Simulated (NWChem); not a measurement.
Correlation energy of H$_{3}$Ga

```xyz
4

Ga     0.0000     0.0000     0.0000
H      0.0000     0.0000     1.5807
H      1.3689     0.0000    -0.7903
H     -1.3689     0.0000    -0.7903
```
Charge 0, spin multiplicity 1.

Program: NWChem. All single points use one geometry, from PBE/def2-SVP, a minimum by its harmonic frequencies.

Basis set: def2-TZVP. Each correlation energy counts from its own Hartree-Fock reference.

The Hamiltonian is non-relativistic. The correlated methods keep 9 core orbitals frozen. The structure started from a generated list of species. Coupled-cluster values serve here as a point of comparison, not as the truth.

```tsv
method	correlation energy (mHa)
MP2	___
SCS-MP2	___
CR-CCSD[T]	-254.7
CR-CCSD(T)	___
CCSD	___
CCSD+T(CCSD)	-256.3
CCSD(T)	-254.8
```

### Question
Some entries are withheld; supply them.

### Answer

- MP2, correlation energy (mHa): -232.9
- SCS-MP2, correlation energy (mHa): -226.8
- CR-CCSD(T), correlation energy (mHa): -253.4
- CCSD, correlation energy (mHa): -246.8
